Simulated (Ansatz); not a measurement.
Mulliken charges of Cl2H3N2Ta (`[NH]=[Ta]([NH2])([Cl])[Cl]`) from ωB97M-V/def2-TZVPP in Ansatz (PBE0-D4/def2-TZVP geometry).

```json
{"atom": "N1", "x (Å)": "-0.811", "y (Å)": "1.147", "z (Å)": "0.933", "charge (e)": "-0.373"}
{"atom": "Ta2", "x (Å)": "-0.194", "y (Å)": "0.313", "z (Å)": "-0.480", "charge (e)": "0.830"}
{"atom": "N3", "x (Å)": "0.808", "y (Å)": "-1.178", "z (Å)": "0.290", "charge (e)": "-0.360"}
{"atom": "Cl4", "x (Å)": "-1.934", "y (Å)": "-0.481", "z (Å)": "-1.785", "charge (e)": "-0.253"}
{"atom": "Cl5", "x (Å)": "1.223", "y (Å)": "1.690", "z (Å)": "-1.687", "charge (e)": "-0.253"}
{"atom": "H6", "x (Å)": "-1.211", "y (Å)": "1.695", "z (Å)": "1.676", "charge (e)": "0.126"}
{"atom": "H7", "x (Å)": "0.917", "y (Å)": "-1.381", "z (Å)": "1.271", "charge (e)": "0.152"}
{"atom": "H8", "x (Å)": "1.295", "y (Å)": "-1.862", "z (Å)": "-0.274", "charge (e)": "0.130"}
```

Q: By hand: the dipole of these point charges (1 e Å = 4.8032 D).

A: Σ q r = (0.186, -0.288, 0.396) e Å, of length 0.524 e Å = 2.52 D.

Q: How does the dipole of the full density compare? (Estimate.)

A: Computed: (0.222, -0.341, 0.395) e Å, 2.72 D; the point charges give 0.93 times that, at 5° from its direction.

Point charges leave out the atoms' own dipoles, such as those of lone pairs, and Mulliken's split depends on the basis, so the close match here is no proof of good charges.
